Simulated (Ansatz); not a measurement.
`N[SiH]([SiH3])[SiH3]` + H₂ → `[SiH3][SiH2][SiH3]` + NH₃ at 500 K and 1 bar (hydrogenolysis of the Si–N bond).

Program: Ansatz. Geometries: PBE0-D4/def2-TZVP. ΔE: electronic, gas phase. CCSD(T)/CBS is the MP2 limit (def2-TZVPP, def2-QZVPP) plus CCSD(T) − MP2 in def2-TZVPP, frozen cores. This one scheme is used for every species. Each species was taken in one conformer, which may not be the lowest.

```
               species  CCSD(T)/CBS energy (Eh)  H − E (kJ/mol)  S (J/(mol·K))
`N[SiH]([SiH3])[SiH3]`               -927.36405           282.5          475.5
                    H₂                 -1.17544            41.0          145.5
  `[SiH3][SiH2][SiH3]`               -872.02658           224.2          419.1
                   NH₃                -56.50880           108.2          211.8
```

H − E and S are ideal-gas, rigid-rotor, harmonic terms from PBE0-D4/def2-TZVP, for one conformer and one mirror image of each species. The MP2-based limit puts H₂ 0.8 mEh under its directly extrapolated value; such offsets cancel only in part. 1 Eh = 2625.50 kJ/mol, R = 8.31446 J/(mol·K).

By hand: ΔE, ΔH, ΔS and ΔG.

ΔE = (-872.02658) + (-56.50880) − (-927.36405) − (-1.17544) = 0.00411 Eh = 10.8 kJ/mol. Δ(H − E) = 224.2 + 108.2 − 282.5 − 41.0 = 8.9, so ΔH = 19.7 kJ/mol. ΔS = 419.1 + 211.8 − 475.5 − 145.5 = 9.9 J/(mol·K). ΔG = 19.7 − 500 × (9.9)/1000 = 14.8 kJ/mol.

By hand: the equilibrium constant, and the temperature at which ΔG would vanish if ΔH and ΔS stayed fixed.

log₁₀ K = −ΔG/(RT ln 10) = -1.5. ΔG = 0 at ΔH/ΔS = 1990 K, though so small a ΔS makes that figure unsure.

The number of gas molecules stays the same, so ΔS is small and ΔH decides. A doubt of 5 kJ/mol in ΔE shifts log₁₀ K by 0.5 here. Other conformers and mirror images would add mixing entropy, several J/(mol·K) or more a flexible species. These are equilibria of isolated gas molecules and say nothing of rates. Largest T1 diagnostic: 0.013 (customary marks: 0.02 for closed shells, 0.045 for open ones).
